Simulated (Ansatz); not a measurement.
Species: ReCl (charge 0, quintet). The spin state was set by rule; other spins were not relaxed. 
Structure (B3LYP-D3(BJ)/def2-TZVP (Ansatz, a program for electronic structure) minimum search):
```xyz
2

Re     0.0000     0.0000    -0.4084
Cl     0.0000     0.0000     1.8020
```
Charge 0, spin multiplicity 5.

Basis-set convergence of Hartree-Fock and CCSD(T) correlation energies (hartree) with Ansatz. Cores are frozen in the correlated levels unless marked. Open shells are spin-unrestricted. Spin-orbit coupling is left out. Frozen are the shells of the preceding noble gas and the d and f shells that filled before the atom's block. In def2 rows, elements after Kr have scalar-relativistic effective core potentials.

The UHF reference is spin-contaminated (<S^2> 0.64 over the pure value in the largest basis). The T1 diagnostic of CCSD in the largest basis is 0.086, which is high, so the coupled-cluster rows are less sure than usual.

| basis | functions | E(HF) | E(corr, CCSD(T)) |
|---|---|---|---|
| def2-SVP | 50 | -536.89541 | -0.26418 |
| def2-TZVPP | 98 | -537.06550 | -0.37171 |
| def2-QZVPP | 158 | -537.07970 | -0.40140 |

Extrapolating the two largest sets (X = 3 and 4) as X^-3: E(corr) = (64·(-0.40140) - 27·(-0.37171))/37 = -0.4231 Eh, an estimate of the basis-set limit. The largest set recovers 94.9 % of it, the smallest 62.4 %.
